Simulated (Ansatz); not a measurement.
Al(F)(Me)(vinyl) (C3H6AlF), SMILES C=[CH][Al]([CH3])[F].

Geometry optimised at B3LYP-D3(BJ)/def2-SVP. The structure was generated by enumeration; whether it is a known compound was not checked. The values are those of a single conformer.

Two levels are set side by side: PBE/def2-SVPD (Ansatz, a program for electronic structure) and PBE0/def2-SVPD (Ansatz). Energy differences of separate SCF runs at the same geometry; the states with an electron removed or added have multiplicity 2 and 2. Differences are taken from unrounded values.

| quantity | PBE0 | PBE | PBE minus PBE0 |
|---|---|---|---|
| vertical ionisation energy (eV) | 10.10 | 9.73 | -0.37 |
| vertical singlet–triplet gap (eV) | 3.93 | 4.11 | 0.17 |
